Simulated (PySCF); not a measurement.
**Simulated absorption spectrum**

Species: C6H8O3.
Atom-mapped SMILES: `[CH3:1][C:2]1=[CH:3][C@@H:4]([O:5][CH:6]=[O:7])[O:8][CH2:9]1` (hydrogens: H10, H11, H12 on C1; H13 on C3; H14 on C4; H15 on C6; H16, H17 on C9)

Computed with TDDFT B3LYP/def2-SVPD, vertical, gas phase, core orbitals frozen in the response (PySCF). The structure is a single PBE0-D3(BJ)/def2-SVP conformer in the gas phase; no vibrational or solvent corrections. Torsions of this conformer, `[CH3:1][C:2]1=[CH:3][C@@H:4]([O:5][CH:6]=[O:7])[O:8][CH2:9]1`: C3–C4–O5–C6 -145°, C4–O5–C6–O7 4°.

Computed states:

| state | E (eV) | f |
| --- | --- | --- |
| S1 | 5.62 | 0.0090 |
| S2 | 6.29 | 0.095 |
| S3 | 6.51 | 0.0020 |
| S4 | 6.62 | 0.0016 |
| S5 | 6.80 | 0.238 |
| S6 | 7.01 | 0.025 |
| S7 | 7.23 | 0.056 |
| S8 | 7.29 | 0.013 |
| S9 | 7.38 | 0.0081 |
| S10 | 7.45 | 0.027 |

Each state is given a Gaussian of 0.25 eV full width at half maximum, with ε(max) = 2.175×10⁸ f / Δν̃ (Δν̃ the width in cm⁻¹). The cross-section is σ = 3.8235×10⁻²¹ ε cm², given in Mb (10⁻¹⁸ cm²). The width is an assumption, not a result. The curve ends short of the highest state used, and states not computed would add to its high-energy end.

Question: Give the broadened spectrum and its maxima.

Answer: 
```
E (eV)  σ (Mb)
  5.24    0.01
  5.30    0.04
  5.36    0.19
  5.41    0.53
  5.47    1.37
  5.52    2.39
  5.58    3.46
  5.63    3.70
  5.69    2.99
  5.74    1.96
  5.80    0.88
  5.85    0.36
  5.91    0.16
  5.97    0.47
  6.02    1.65
  6.08    5.82
  6.13   13.06
  6.19   25.72
  6.24   35.45
  6.30   38.94
  6.35   33.12
  6.41   20.75
  6.46   11.86
  6.52    7.47
  6.57   10.90
  6.63   26.52
  6.69   55.38
  6.74   82.10
  6.80   99.54
  6.85   92.99
```

Maxima: 221 nm (5.62 eV), ε about 970, made up of S1 (100%); 197 nm (6.29 eV), ε about 10000, made up of S2 (100%); 182 nm (6.81 eV), ε about 26000, made up of S5 (98%) (ε in L mol⁻¹ cm⁻¹; maxima over ε = 5, shares over 10%).

Question: Coming from long wavelengths, where does ε first pass 100 L mol⁻¹ cm⁻¹?

Answer: At about 230 nm (5.39 eV), 0.23 eV below S1.

Question: What would ε be at 6.81 eV, the highest of these maxima, with half the width (0.125 eV)?

Answer: About 51000 L mol⁻¹ cm⁻¹ against 26100, a factor of about 1.96; a lone state at its own centre would give exactly 2.

Question: On this curve, what absorbance would a 10⁻⁴ mol/L sample give at 222 nm over a 1 cm path?

Answer: 222 nm is 5.585 eV, where ε is about 920 L mol⁻¹ cm⁻¹, so A = ε c l ≈ 0.092 (Beer–Lambert, with the gas-phase spectrum and the assumed width).

All these states lie below the vertical ionisation energy of 9.24 eV (ΔSCF).

The run took 5.9 min on an x86-64 server with one thread (shared host).
